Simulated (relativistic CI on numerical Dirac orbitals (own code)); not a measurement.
# Radial parameters of Rh²¹⁺

Computed by Dirac-Coulomb-Breit CI, KLI orbitals optimised for each configuration, a model potential for QED, unscaled Slater integrals (own radial code, finite nucleus).

Slater integrals F^k, G^k are unscaled and averaged over j, outside the closed core [Ne]; ζ comes from projecting the Hamiltonian with its Breit term on Σ l·s of the shell.

- 3s2.3p6.3d6: F^2(3d,3d) = 299270, F^4(3d,3d) = 192110, ζ(3d) = 17848 cm⁻¹; <r>(3d) = 0.3366, <r^2>(3d) = 0.1327 (bohr units).
- 3s2.3p5.3d7: ζ(3p) = 149630, F^2(3d,3d) = 298470, F^4(3d,3d) = 191570, F^2(3p,3d) = 269750, G^1(3p,3d) = 302070, G^3(3p,3d) = 197040, ζ(3d) = 17568 cm⁻¹; <r>(3p) = 0.3677, <r^2>(3p) = 0.1562, <r>(3d) = 0.3373, <r^2>(3d) = 0.1334 (bohr units).
- 3s2.3p4.3d8: F^2(3p,3p) = 270420, ζ(3p) = 149520, F^2(3d,3d) = 297650, F^4(3d,3d) = 191010, F^2(3p,3d) = 269340, G^1(3p,3d) = 301950, G^3(3p,3d) = 196850, ζ(3d) = 17291 cm⁻¹; <r>(3p) = 0.3682, <r^2>(3p) = 0.1567, <r>(3d) = 0.3381, <r^2>(3d) = 0.134 (bohr units).

(1) Give the Racah parameters of the d shell in 3s2.3p6.3d6.

Averages of the first 10 configurations, taken without configuration mixing, which lowers the lowest level and can move excited configurations by several eV; other configurations of the list can lie among them:

```tsv
Configuration	Parity	States	Average energy above the lowest level (eV)
3s2.3p6.3d6	even	210	19.2
3s2.3p5.3d7	odd	720	201.3
3s2.3p4.3d8	even	675	387.5
3s.3p6.3d7	even	240	325.5
3p6.3d8	even	45	637.2
3s.3p5.3d8	odd	540	506.5
3s2.3p6.3d5.4s	even	504	413.7
3s2.3p6.3d5.4p	odd	1512	456.6
3s2.3p6.3d5.4d	even	2520	519.8
3s2.3p4.3d7.4s	even	3600	773.4
```

Results:

(1) B = F²/49 − 5F⁴/441 = 3929 cm⁻¹ and C = 35F⁴/441 = 15247 cm⁻¹.
